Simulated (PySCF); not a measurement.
**Worked example: chemical shift, span and skew from a shielding tensor**

C3H8FNSi, SMILES C=C(F)C[SiH2]N. Atoms are numbered in the order given.

```xyz
14

C      2.4482     0.1699     0.7361
C      1.3118     0.3471     0.0635
F      0.7092     1.5663     0.1079
C      0.5259    -0.6315    -0.7360
Si    -1.2054    -0.9684    -0.0174
N     -2.1225     0.4918    -0.1834
H      2.9527    -0.7959     0.7155
H      2.8851     0.9872     1.3118
H      1.0767    -1.5816    -0.8063
H      0.3805    -0.2440    -1.7601
H     -1.0056    -1.4826     1.3773
H     -1.8750    -2.0460    -0.8030
H     -1.6670     1.3586     0.0905
H     -3.1112     0.5095     0.0479
```

Geometry optimised at B3LYP-D3(BJ)/def2-SVP. This is a generated structure with no PubChem entry under its InChIKey; it may be hypothetical. The values are those of a single conformer.

GIAO shieldings from PBE0/pcSseg-1 (PySCF), non-relativistic, no solvent. The symmetric part of the tensor of C1 has the principal values -7.6, 125.5, 152.6 ppm. The same nucleus in TMS has σ = 186.3 ppm at this level (PySCF, at its B3LYP-D3(BJ)/def2-TZVP geometry).

**Question.** Work out the isotropic shielding, the ¹³C shift against TMS, the span and the skew.

**Answer.** 
σ(iso) = (σ11 + σ22 + σ33)/3 = 90.2 ppm. δ = σ(ref) − σ(iso) = 186.3 − (90.2) = 96.1 ppm.
Span Ω = σ33 − σ11 = 160.2 ppm. Skew κ = 3(σ(iso) − σ22)/Ω = -0.66. Tumbling in solution averages the tensor to δ; in a static solid the shielding alone would spread this spin-1/2 line over Ω.
